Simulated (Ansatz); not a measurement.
Nudged elastic band run: Si₁₆Ge

The input (input.yaml):

```yaml
crystal:
  lattice:
    - [0.0, 5.43, 5.43]
    - [5.43, 0.0, 5.43]
    - [5.43, 5.43, 0.0]
  atoms:
    - { symbol: Si, position: [0.00064994, -0.00233369, 0.00057652] }
    - { symbol: Si, position: [0.1203233, 0.12952859, 0.12025348] }
    - { symbol: Si, position: [-0.01168445, 0.00386075, 0.50384497] }
    - { symbol: Si, position: [0.12037613, 0.1295097, 0.62934023] }
    - { symbol: Si, position: [0.00066328, 0.500759, 0.00058127] }
    - { symbol: Si, position: [0.12488246, 0.62497444, 0.1248011] }
    - { symbol: Si, position: [0.00065714, 0.50073851, 0.49751234] }
    - { symbol: Si, position: [0.12034173, 0.62042222, 0.62935008] }
    - { symbol: Si, position: [0.50389694, 0.00390214, -0.01179469] }
    - { symbol: Si, position: [0.62942223, 0.12951228, 0.12029881] }
    - { symbol: Si, position: [0.5036904, 0.00373734, 0.50365499] }
    - { symbol: Si, position: [0.62481269, 0.12496583, 0.62467706] }
    - { symbol: Si, position: [0.49758467, 0.50073606, 0.00058127] }
    - { symbol: Si, position: [0.62943353, 0.62041341, 0.12026311] }
    - { symbol: Si, position: [0.50380164, 0.48844075, 0.50379111] }
    - { symbol: Si, position: [0.62941695, 0.62046413, 0.62933758] }
    - { symbol: Ge, position: [0.37476153, 0.87497395, 0.37456547] }
basis:
  ecutwfc: 420.0
kpoints:
  mp_grid: { grid: [2, 2, 2] }
hamiltonian:
  xc: pbe
  pseudopotentials: { kind: paw, azcp: { folder: soft_1 } }
scf:
  occupations: { method: gaussian, width: 0.05 }
  lower_state_search: "off"
neb:
  images: 5
  f_tol: 0.05
  initial_path: linear
  max_iterations: 80
  optimiser: lbfgs
  spring: 10.0
  final_atoms:
    - { symbol: Si, position: [-0.00054566, 0.00015478, 0.00042925] }
    - { symbol: Si, position: [0.12103174, 0.1212193, 0.12124645] }
    - { symbol: Si, position: [-0.00489017, -0.00445073, 0.50479162] }
    - { symbol: Si, position: [0.12098603, 0.12106822, 0.63688274] }
    - { symbol: Si, position: [-0.00488607, 0.50463559, -0.00428372] }
    - { symbol: Si, position: [0.12102098, 0.63666031, 0.12117553] }
    - { symbol: Si, position: [-0.00489313, 0.50466045, 0.50480139] }
    - { symbol: Si, position: [0.12699966, 0.62431885, 0.62448275] }
    - { symbol: Si, position: [0.50421882, -0.0044386, -0.00427637] }
    - { symbol: Si, position: [0.63608471, 0.1213027, 0.12137529] }
    - { symbol: Si, position: [0.5042432, -0.00444581, 0.50476309] }
    - { symbol: Si, position: [0.62390041, 0.12740534, 0.62447362] }
    - { symbol: Si, position: [0.50422837, 0.50460712, -0.00427922] }
    - { symbol: Si, position: [0.62390852, 0.62431863, 0.12755688] }
    - { symbol: Si, position: [0.49964835, 0.50010035, 0.50027055] }
    - { symbol: Si, position: [0.62389026, 0.6243302, 0.6244807] }
    - { symbol: Ge, position: [0.24931693, 1.25018367, 0.25057063] }
  order_check: true
```

Run as:

```bash
$ ansatz run input.yaml --threads 1 --pin off --max-ram 3072MiB --backend cpu --events-out ev --progress --plain --runs-dir out
```

Output, in part (warnings, iteration lines):

```
NEB end point (image 0): max|allowed force component| = 1.543e-2 eV/Å (the criterion of neb.relax_end_points is 1.000e-2)
NEB end point (image 6): max|allowed force component| = 1.608e-2 eV/Å (the criterion of neb.relax_end_points is 1.000e-2)
NEB iter   1: max|band force component| = 1.722e0 eV/Å  barrier→ = 1.2604 eV  barrier← = 1.2604 eV  Δτ_max = 0.0246 Å  (63 SCF iters)
NEB iter   2: max|band force component| = 1.246e0 eV/Å  barrier→ = 1.0137 eV  barrier← = 1.0137 eV  Δτ_max = 0.0831 Å  (32 SCF iters)
NEB iter   3: max|band force component| = 2.993e-1 eV/Å  barrier→ = 0.6603 eV  barrier← = 0.6603 eV  CI = image 3  Δτ_max = 0.0074 Å  (37 SCF iters)
NEB iter   4: max|band force component| = 2.849e-1 eV/Å  barrier→ = 0.6496 eV  barrier← = 0.6496 eV  CI = image 3  Δτ_max = 0.1211 Å  (25 SCF iters)
NEB iter   5: max|band force component| = 2.314e-1 eV/Å  barrier→ = 0.5333 eV  barrier← = 0.5333 eV  CI = image 3  Δτ_max = 0.1338 Å  (34 SCF iters)
NEB iter   6: max|band force component| = 3.192e-1 eV/Å  barrier→ = 0.4307 eV  barrier← = 0.4307 eV  CI = image 3  Δτ_max = 0.0076 Å  (37 SCF iters)
NEB iter   7: max|band force component| = 2.407e-1 eV/Å  barrier→ = 0.4254 eV  barrier← = 0.4254 eV  CI = image 3  Δτ_max = 0.0317 Å  (25 SCF iters)
NEB iter   8: max|band force component| = 1.083e-1 eV/Å  barrier→ = 0.4096 eV  barrier← = 0.4096 eV  CI = image 3  Δτ_max = 0.0142 Å  (30 SCF iters)
NEB iter   9: max|band force component| = 1.059e-1 eV/Å  barrier→ = 0.4007 eV  barrier← = 0.4007 eV  CI = image 3  Δτ_max = 0.0831 Å  (27 SCF iters)
NEB iter  10: max|band force component| = 2.300e-1 eV/Å  barrier→ = 0.3642 eV  barrier← = 0.3642 eV  CI = image 3  Δτ_max = 0.0056 Å  (33 SCF iters)
NEB iter  11: max|band force component| = 1.620e-1 eV/Å  barrier→ = 0.3624 eV  barrier← = 0.3624 eV  CI = image 3  Δτ_max = 0.0172 Å  (24 SCF iters)
NEB iter  12: max|band force component| = 6.010e-2 eV/Å  barrier→ = 0.3583 eV  barrier← = 0.3583 eV  CI = image 3  Δτ_max = 0.0075 Å  (26 SCF iters)
NEB iter  13: max|band force component| = 5.363e-2 eV/Å  barrier→ = 0.3563 eV  barrier← = 0.3562 eV  CI = image 3  Δτ_max = 0.0337 Å  (24 SCF iters)
NEB iter  14: max|band force component| = 6.682e-2 eV/Å  barrier→ = 0.3483 eV  barrier← = 0.3483 eV  CI = image 3  Δτ_max = 0.0014 Å  (29 SCF iters)
NEB iter  15: max|band force component| = 4.655e-2 eV/Å  barrier→ = 0.3480 eV  barrier← = 0.3479 eV  CI = image 3  Δτ_max = 0.1146 Å  (16 SCF iters)
NEB iter  16: max|band force component| = 3.702e-1 eV/Å  barrier→ = 0.3424 eV  barrier← = 0.3424 eV  CI = image 3  Δτ_max = 0.0359 Å  (7 SCF iters)
NEB iter  17: max|band force component| = 2.090e-2 eV/Å  barrier→ = 0.3363 eV  barrier← = 0.3363 eV  CI = image 3  CI's point: of a kind that is not told: the force calls were inconclusive, a negative curvature could not be distinguished from the path's own, the only one lies far off the path, or fixed occupations may fill a level only in part  Δτ_max = 0.0000 Å  (297 SCF iters)
```

It converged. The band force fell under the threshold earlier too, but the program's further tests of the path sent the band on. By the program's own check the climbing image is of a kind that is not told: the force calls were inconclusive, a negative curvature could not be distinguished from the path's own, the only one lies far off the path, or fixed occupations may fill a level only in part (lowest curvatures found: 0.17 and 0.43 eV/Å²). Limits of this set-up: coarse k mesh.

Final band (atoms are numbered from 1 in the order of the input):

```tsv
image	path coordinate (Å)	energy (eV)	Si15–Ge17 (Å)	Si6–Ge17 (Å)
0	0.00	0.00	2.42	4.70
1	0.58	0.12	2.47	4.23
2	1.16	0.32	2.64	3.72
3	1.74	0.34	3.07	3.06
4	2.32	0.32	3.73	2.64
5	2.90	0.12	4.23	2.47
6	3.48	0.00	4.70	2.42
```

Time of the run: 6.3 min on 1 thread of Intel(R) Xeon(R) 6975P-C (Granite Rapids), on a shared host, peak memory 0.98 GiB.
